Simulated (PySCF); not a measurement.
Method: B3LYP-D3(BJ)/def2-TZVP run with PySCF. Isolated molecules, 0 K electronic values unless said otherwise. One relaxed conformer stands for a flexible species; it need not be the lowest. B3LYP has the VWN-RPA correlation part, as in Gaussian. 

Reference species (SMILES): `C#CNC` (neutral, multiplicity 1).

The HOMO–LUMO gap is 6.52 eV. The HOMO is -6.01 eV.

Changed species: `C=CN=C` (C–C–N–C torsion 180°).

### Question
Predict the effect on the HOMO–LUMO gap and HOMO.

### Answer
the HOMO–LUMO gap falls by 0.86 eV, to 5.66 eV; the HOMO falls by 1.12 eV, to -7.13 eV.
